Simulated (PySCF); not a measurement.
C2H5FOSi2, SMILES O=C1C[SiH2][Si@@H]1F. Atoms are numbered in the order given.

```xyz
11

O     -1.7479     1.6642    -0.2376
C     -0.8935     0.8203    -0.3220
C      0.1288     0.6749    -1.4657
Si     1.6358     0.0073    -0.4593
Si    -0.1517    -0.4408     1.0112
F     -0.7668    -1.9500     0.8648
H     -0.2072    -0.1695    -2.0995
H      0.2064     1.5744    -2.0954
H      2.5599     1.0874    -0.0139
H      2.3781    -1.0968    -1.1232
H     -0.2425    -0.0608     2.4475
```

Geometry: B3LYP-D3(BJ)/def2-SVP. The structure was generated by enumeration; whether it is a known compound was not checked.

Calculation: PBE/def2-TZVP in PySCF.

Atomic charges (e):

```
atom  Löwdin  meta-Löwdin  Mulliken
----  ------  -----------  --------
O1      0.17        -0.33     -0.20
C2     -0.43         0.16      0.05
C3     -0.35        -0.47     -0.24
Si4     0.19         0.28       [?]
Si5     0.18         0.72       [?]
F6      0.00        -0.47       [?]
H7      0.17         0.16      0.14
H8      0.14         0.14      0.13
H9     -0.02        -0.05      0.00
H10    -0.02        -0.05      0.00
H11    -0.03        -0.07       [?]
```

Question: Complete the blanks. (An estimate is asked for; the answer gives what the named calculation found.)

Answer: 
- Si4, Mulliken: 0.02
- Si5, Mulliken: 0.40
- F6, Mulliken: -0.28
- H11, Mulliken: -0.02

Computed Mayer and Wiberg (Löwdin basis) orders of the bonds:
| bond | Mayer | Wiberg |
|---|---|---|
| O1–C2 | 2.08 | 2.75 |
| C2–C3 | 0.90 | 1.24 |
| C3–Si4 | 0.95 | 1.10 |
| C2–Si5 | 0.89 | 0.97 |
| Si4–Si5 | 0.94 | 1.03 |
| Si5–F6 | 1.11 | 1.71 |
| C3–H7 | 0.89 | 0.81 |
| C3–H8 | 0.91 | 0.86 |
| Si4–H9 | 0.93 | 0.93 |
| Si4–H10 | 0.93 | 0.93 |
| Si5–H11 | 0.90 | 0.92 |
